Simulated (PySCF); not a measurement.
From one molecule to another.

First species: C3H9ClOSi3.
Z-matrix (Å and degrees, GFN2-xTB geometry), rows numbered from 1:
```
C 
C   1  1.3291
Si  2  1.8997  1  123.31
O   3  1.6347  2  102.64  1   172.75
Si  4  1.6442  3  129.78  2     5.70
C   5  1.9001  4  106.28  3  -128.29
Cl  5  2.0278  4  105.11  3   117.69
Si  2  1.9101  1  123.74  3   179.32
H   1  1.0808  2  122.33  3     0.37
H   1  1.0802  2  122.41  3  -179.58
H   3  1.4602  2  113.04  1   -72.69
H   3  1.4595  2  113.42  1    59.67
H   6  1.0873  5  111.01  4   -54.14
H   6  1.0854  5  110.85  4  -173.80
H   6  1.0854  5  111.47  4    65.90
H   8  1.4710  2  109.98  1   -53.96
H   8  1.4697  2  109.41  1    64.50
```

Second species: C6H7Cl2NSi.
SMILES: `ClC[SiH2]c1ncccc1Cl`

Levels: PBE0/pcSseg-1 for HOMO energy, LUMO energy and HOMO–LUMO gap. Geometries: GFN2-xTB. All species are isolated and taken at one optimised geometry, non-relativistic unless stated. Electronic properties by PySCF.

The conformers computed, where there is a choice (atom-mapped SMILES and torsion angles):
- `[Cl:1][CH2:2][SiH2:3][c:4]1[n:5][cH:6][cH:7][cH:8][c:9]1[Cl:10]`: Cl1–C2–Si3–C4 180°, C2–Si3–C4–N5 0°

The conformers of `C=C1[SiH2]O[Si@](C)(Cl)[SiH2]1` aren't listed.

Values for the first species:

* HOMO energy: -7.79 eV
* LUMO energy: -1.31 eV
* HOMO–LUMO gap: 6.48 eV

Question: Estimate the same properties for the second species, and the change in each.

Answer: 
| property | first | second | second less first |
| --- | --- | --- | --- |
| HOMO energy | -7.79 eV | -7.63 eV | +0.16 eV |
| LUMO energy | -1.31 eV | -1.46 eV | -0.15 eV |
| HOMO–LUMO gap | 6.48 eV | 6.17 eV | -0.31 eV |

